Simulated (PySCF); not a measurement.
Cd(H)(SH) (CdH₂S), SMILES [SH][CdH].

Geometry optimised at PBE0-D3(BJ)/def2-TZVP. The def2 effective core potentials stand for the cores of Cd; spin–orbit coupling is left out.

Method: TDA-ωB97X/def2-TZVPD (PySCF).

Vertical excitations. The molecule is in vacuum. State labels are in the subgroup Cs.

Computed lowest excited states:
| state | symmetry | energy (eV) | λ (nm) | f | main pairs |
|---|---|---|---|---|---|
| S1 | A" | 5.45 | 228 | 0.015 | HOMO→LUMO 82 % |
| S2 | A" | 5.63 | 220 | 0.040 | HOMO→LUMO+2 85 % |
| S3 | A' | 6.07 | 204 | 0.003 | HOMO→LUMO+1 75 %, HOMO−1→LUMO 13 % |
| S4 | A' | 6.31 | 196 | 0.013 | HOMO−1→LUMO 78 % |
| S5 | A" | 6.46 | 192 | 0.000 | HOMO→LUMO+6 48 %, HOMO→LUMO+4 24 %, HOMO−1→LUMO+1 9 % |
| S6 | A" | 6.59 | 188 | 0.016 | HOMO−1→LUMO+1 87 % |
| S7 | A' | 7.23 | 171 | 0.491 | HOMO−1→LUMO+2 59 %, HOMO−1→LUMO+6 11 % |
| S8 | A" | 7.92 | 157 | 0.001 | HOMO→LUMO+3 69 %, HOMO→LUMO+6 11 % |
| S9 | A" | 8.04 | 154 | 0.006 | HOMO→LUMO+4 51 %, HOMO→LUMO+6 24 %, HOMO→LUMO+3 16 % |
| S10 | A' | 8.07 | 154 | 0.309 | HOMO−2→LUMO 89 % |
| T1 | A" | 5.25 | 236 | 0 | HOMO→LUMO+2 86 % |
| T2 | A" | 5.39 | 230 | 0 | HOMO→LUMO 73 % |
| T3 | A' | 5.70 | 218 | 0 | HOMO→LUMO+1 87 % |
| T4 | A' | 5.84 | 212 | 0 | HOMO−1→LUMO+2 53 %, HOMO−1→LUMO 26 %, HOMO→LUMO+1 8 % |
Triplets are in the Tamm–Dancoff approximation.
